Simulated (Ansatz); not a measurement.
Scan of H2Mg, singlet: symmetric bend, bond length relaxed. Scanned: H-Mg-H angle. Other coordinates (Mg-H bond length) were minimised at B3LYP/def2-TZVP.

- RKS-PBE/cc-pVDZ = restricted PBE/cc-pVDZ (Ansatz, a first-principles code)
- RKS-B3LYP/cc-pVDZ = restricted B3LYP/cc-pVDZ in Ansatz
- FCI/cc-pVDZ = full CI/cc-pVDZ, frozen core run with Ansatz

Energies relative to the lowest point of each profile, in mEh; the last columns give the error against full CI:

```json
[
 {"a / °": "180", "RKS-PBE/cc-pVDZ": "0.0", "RKS-B3LYP/cc-pVDZ": "0.0", "FCI/cc-pVDZ": "0.0", "RKS-PBE/cc-pVDZ − FCI/cc-pVDZ": "0.0", "RKS-B3LYP/cc-pVDZ − FCI/cc-pVDZ": "0.0"},
 {"a / °": "169.86", "RKS-PBE/cc-pVDZ": "0.5", "RKS-B3LYP/cc-pVDZ": "0.6", "FCI/cc-pVDZ": "0.6", "RKS-PBE/cc-pVDZ − FCI/cc-pVDZ": "0.0", "RKS-B3LYP/cc-pVDZ − FCI/cc-pVDZ": "0.0"},
 {"a / °": "157.51", "RKS-PBE/cc-pVDZ": "2.7", "RKS-B3LYP/cc-pVDZ": "2.8", "FCI/cc-pVDZ": "2.8", "RKS-PBE/cc-pVDZ − FCI/cc-pVDZ": "-0.1", "RKS-B3LYP/cc-pVDZ − FCI/cc-pVDZ": "0.0"},
 {"a / °": "152.31", "RKS-PBE/cc-pVDZ": "4.1", "RKS-B3LYP/cc-pVDZ": "4.3", "FCI/cc-pVDZ": "4.3", "RKS-PBE/cc-pVDZ − FCI/cc-pVDZ": "-0.2", "RKS-B3LYP/cc-pVDZ − FCI/cc-pVDZ": "0.0"},
 {"a / °": "141.92", "RKS-PBE/cc-pVDZ": "7.8", "RKS-B3LYP/cc-pVDZ": "8.2", "FCI/cc-pVDZ": "8.3", "RKS-PBE/cc-pVDZ − FCI/cc-pVDZ": "-0.5", "RKS-B3LYP/cc-pVDZ − FCI/cc-pVDZ": "-0.1"},
 {"a / °": "131.69", "RKS-PBE/cc-pVDZ": "12.7", "RKS-B3LYP/cc-pVDZ": "13.5", "FCI/cc-pVDZ": "13.7", "RKS-PBE/cc-pVDZ − FCI/cc-pVDZ": "-0.9", "RKS-B3LYP/cc-pVDZ − FCI/cc-pVDZ": "-0.2"},
 {"a / °": "119.17", "RKS-PBE/cc-pVDZ": "20.8", "RKS-B3LYP/cc-pVDZ": "22.1", "FCI/cc-pVDZ": "22.3", "RKS-PBE/cc-pVDZ − FCI/cc-pVDZ": "-1.6", "RKS-B3LYP/cc-pVDZ − FCI/cc-pVDZ": "-0.3"},
 {"a / °": "110.09", "RKS-PBE/cc-pVDZ": "28.2", "RKS-B3LYP/cc-pVDZ": "30.0", "FCI/cc-pVDZ": "30.2", "RKS-PBE/cc-pVDZ − FCI/cc-pVDZ": "-2.0", "RKS-B3LYP/cc-pVDZ − FCI/cc-pVDZ": "-0.3"},
 {"a / °": "99.45", "RKS-PBE/cc-pVDZ": "39.1", "RKS-B3LYP/cc-pVDZ": "41.5", "FCI/cc-pVDZ": "41.6", "RKS-PBE/cc-pVDZ − FCI/cc-pVDZ": "-2.5", "RKS-B3LYP/cc-pVDZ − FCI/cc-pVDZ": "-0.1"},
 {"a / °": "87.57", "RKS-PBE/cc-pVDZ": "54.5", "RKS-B3LYP/cc-pVDZ": "57.9", "FCI/cc-pVDZ": "57.5", "RKS-PBE/cc-pVDZ − FCI/cc-pVDZ": "-3.0", "RKS-B3LYP/cc-pVDZ − FCI/cc-pVDZ": "0.4"},
 {"a / °": "80.92", "RKS-PBE/cc-pVDZ": "65.1", "RKS-B3LYP/cc-pVDZ": "69.1", "FCI/cc-pVDZ": "68.2", "RKS-PBE/cc-pVDZ − FCI/cc-pVDZ": "-3.2", "RKS-B3LYP/cc-pVDZ − FCI/cc-pVDZ": "0.8"},
 {"a / °": "69.40", "RKS-PBE/cc-pVDZ": "87.4", "RKS-B3LYP/cc-pVDZ": "92.7", "FCI/cc-pVDZ": "90.6", "RKS-PBE/cc-pVDZ − FCI/cc-pVDZ": "-3.3", "RKS-B3LYP/cc-pVDZ − FCI/cc-pVDZ": "2.1"},
 {"a / °": "60", "RKS-PBE/cc-pVDZ": "109.8", "RKS-B3LYP/cc-pVDZ": "116.6", "FCI/cc-pVDZ": "112.7", "RKS-PBE/cc-pVDZ − FCI/cc-pVDZ": "-2.9", "RKS-B3LYP/cc-pVDZ − FCI/cc-pVDZ": "3.8"}
]
```

RKS-PBE/cc-pVDZ is furthest from FCI/cc-pVDZ at 69.40 (-3.3 mEh, below); its mean absolute error over the points is 1.6 mEh.

RKS-B3LYP/cc-pVDZ is furthest from FCI/cc-pVDZ at 60 (3.8 mEh, above); its mean absolute error over the points is 0.6 mEh.
